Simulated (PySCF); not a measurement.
CI₃, SMILES I[C-](I)I, charge -1.

Coordinates come from a B3LYP-D3(BJ)/def2-SVPD optimisation. The def2 effective core potentials stand for the cores of I; spin–orbit coupling is left out.

Method: PBE/def2-SVPD (PySCF).

Isolated molecule, no solvent.

Problem. Estimate the frontier levels, gap, dipole moment and polarisability. (An estimate is asked for; the answer gives what the named calculation found.)

Solution. 
```json
{
  "highest_occupied_level": "-1.07 eV",
  "lowest_empty_level": "0.70 eV",
  "orbital_gap": "1.77 eV",
  "dipole_moment_about_the_centre_of_nuclear_charge": "0.128 e·Å",
  "mean_static_polarisability": "168.3 bohr³ (24.94 Å³)",
  "polarisability_principal_values": "114.6, 195.1, 195.1 bohr³"
}
```
